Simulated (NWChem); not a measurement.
## Correlation energy of HOSi

SMILES: O=[SiH]
```xyz
3

O      0.4801     0.9207     0.0000
Si    -0.3079    -0.4027     0.0000
H      0.4697    -1.7274     0.0000
```
Charge 0, spin multiplicity 2.

The numbers come from NWChem runs, not from measurements. All single points use one geometry, from UPBE0/def2-SVP, a minimum by its harmonic frequencies.

Basis set: 3-21G. Each correlation energy counts from its own Hartree-Fock reference.

The correlated methods keep 6 core orbitals frozen. The structure started from a generated list of species. The unpaired electrons of the parent sit in orbitals of symmetry a' (Cs labels of the run); other states weren't searched. No SCF solution was tested for a lower state. Open-shell Hartree-Fock references start from PBE0 orbitals. Coupled-cluster values serve here as a point of comparison, not as the truth.

**Question.** For the correlation energy, UMP2 gives -164.0 mHa and SCS-UMP2 gives -158.9 mHa. What do CCSD on ROHF, CCSD[T] on ROHF, CCSD(T) on ROHF give?

**Answer.** CCSD on ROHF: -198.1 mHa; CCSD[T] on ROHF: -213.9 mHa; CCSD(T) on ROHF: -209.7 mHa.
